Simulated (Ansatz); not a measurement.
Geometry optimisation, Ansatz 0.2.0, RKS PBE0/def2-SVP.

input.yaml

```yaml
crystal:
  periodic: [false, false, false]
  atoms:
    - { symbol: O, position_ang: [-0.61263, 2.90994, 0.4092] }
    - { symbol: Si, position_ang: [-0.36112, 1.63137, -0.34891] }
    - { symbol: "N", position_ang: [-0.01086, 0.13249, 0.44506] }
    - { symbol: Al, position_ang: [0.34132, -1.59138, 0.04046] }
    - { symbol: H, position_ang: [-0.34903, 1.3626, -1.76946] }
    - { symbol: H, position_ang: [-0.00595, 0.27751, 1.45599] }
    - { symbol: H, position_ang: [0.41261, -2.11736, -1.40761] }
    - { symbol: H, position_ang: [0.58566, -2.60516, 1.17527] }
basis:
  gaussian: { orbitals: def2-SVP }
hamiltonian:
  xc: pbe0
relax:
  f_tol: 0.015
  max_steps: 40
```

Command:

```bash
$ ansatz run input.yaml --threads 1 --pin off --max-ram 2048MiB --backend cpu --events-out ev --progress --plain --runs-dir out
```

Where does it end, and by what steps?

The forces met the threshold. After 7 steps the energy has fallen by 0.143 eV; H7 moved furthest, 0.32 Å.

```json
{"step": "0", "energy less start (eV)": "0.0000", "largest force component (eV/Å)": "1.997", "accepted": "yes"}
{"step": "1", "energy less start (eV)": "-0.1066", "largest force component (eV/Å)": "1.060", "accepted": "yes"}
{"step": "2", "energy less start (eV)": "-0.1298", "largest force component (eV/Å)": "0.137", "accepted": "yes"}
{"step": "3", "energy less start (eV)": "-0.1371", "largest force component (eV/Å)": "0.098", "accepted": "yes"}
{"step": "4", "energy less start (eV)": "-0.1418", "largest force component (eV/Å)": "0.121", "accepted": "yes"}
{"step": "5", "energy less start (eV)": "-0.1417", "largest force component (eV/Å)": "0.138", "accepted": "no"}
{"step": "6", "energy less start (eV)": "-0.1430", "largest force component (eV/Å)": "0.045", "accepted": "yes"}
{"step": "7", "energy less start (eV)": "-0.1434", "largest force component (eV/Å)": "0.008", "accepted": "yes"}
```

```xyz
8
Properties=species:S:1:pos:R:3
O -0.618 2.931 0.241
Si -0.338 1.534 -0.317
N -0.008 0.122 0.580
Al 0.336 -1.569 0.032
H -0.305 1.170 -1.757
H -0.013 0.291 1.588
H 0.344 -1.834 -1.527
H 0.602 -2.646 1.160
```

Run time: 25 s on 1 thread of Intel(R) Xeon(R) Platinum 8375C CPU @ 2.90GHz (Ice Lake), on a shared host, peak memory 0.18 GiB.
